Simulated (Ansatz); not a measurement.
Basis-set extrapolation for CH5NSSi, SMILES `N[SiH]1CS1` (PBE0-D4/def2-TZVP geometry, frozen core, Ansatz 0.2.0). Multiplicity 1, RHF reference.

|  | def2-TZVPP | def2-QZVPP |
| --- | --- | --- |
| HF | -781.788413 | -781.813398 |
| MP2 correlation | -0.675253 | -0.726693 |
| CCSD(T) correlation | -0.746464 | not run |

Energies in hartree. Use E(X) = E(∞) + A·exp(−7.88·√X) for Hartree–Fock and E(X) = E(∞) + B·X^(−2.97) for correlation, with X = 3 and 4, and add CCSD(T) minus MP2 of the smaller set to the MP2 limit.

**Question.** What is the CCSD(T) energy at the basis-set limit?

**Answer.** HF limit: -781.813398 + (-0.024985) × 0.13774 = -781.81684. MP2 limit: -0.726693 + (-0.051440) × 0.74074 = -0.76480. Higher-order term: -0.746464 − (-0.675253) = -0.07121. Total: -782.65285 hartree, 309.7 kJ/mol below CCSD(T)/def2-TZVPP.
